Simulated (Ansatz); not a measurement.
# Which method gave which barrier?

Saddle point of SiH2Cl2O, singlet (SiCl₂ + H₂O → SiH₂Cl₂O ([OH][SiH]([Cl])[Cl]); bonds formed: Si1–H4; dative contacts that become bonds: Si1–O5; bonds broken: H4–O5), PBE0-D4/def2-TZVP structure:

```json
{"atom": "Si1", "x (Å)": "0.0993", "y (Å)": "-0.7764", "z (Å)": "0.0539"}
{"atom": "Cl2", "x (Å)": "1.7598", "y (Å)": "-1.0921", "z (Å)": "-1.1183"}
{"atom": "Cl3", "x (Å)": "-1.5046", "y (Å)": "-0.7324", "z (Å)": "-1.2570"}
{"atom": "H4", "x (Å)": "-0.0390", "y (Å)": "0.0795", "z (Å)": "1.4368"}
{"atom": "O5", "x (Å)": "0.2189", "y (Å)": "0.9792", "z (Å)": "0.5614"}
{"atom": "H6", "x (Å)": "-0.5344", "y (Å)": "1.5421", "z (Å)": "0.3234"}
```

Computed with Ansatz 0.2.0 (basis: def2-TZVPP, with def2-QZVPP for the basis limit); correlated methods freeze the cores. Extrapolation: Hartree–Fock as exp(−7.88 √X), correlation as X^−2.97. Four methods, as single points on the PBE0-D4 structures, gave these electronic barriers from the start structure: 1.026, 1.134, 1.577, 1.921 eV.

(1) The methods were, in alphabetical order, BHLYP-D4, HF, r2SCAN-D4, SPW92. Which gave which? (Judge from chemistry; the calculation decides.)

T1 diagnostic: at most 0.014. The restricted Hartree–Fock reference is unstable towards an unrestricted one at one or more of these structures.

## Answers

(1) Computed: SPW92 1.026; r2SCAN-D4 1.134; BHLYP-D4 1.577; HF 1.921 eV. For comparison, CCSD(T) at an estimated basis limit (MP2 extrapolated from triple and quadruple zeta, plus CCSD(T) − MP2 in triple zeta) gives 1.389 eV.

Losses and insertions of silylenes and their heavier kin drive the gas-phase chemistry of silicon and germanium vapour deposition.

Labels in which every atom is bracketed show which atoms are joined, not bond orders.

For scale, one of the runs: CCSD(T)/def2-TZVPP, 185 basis functions, launched by `ansatz run in.yaml --threads 2 --pin off --events-out ev --progress --plain --max-ram 4352MiB`. Time: 41 s of wall clock on 2 CPU threads of an Arm Neoverse V2; the host was shared. Peak host memory: 1.7 GiB.
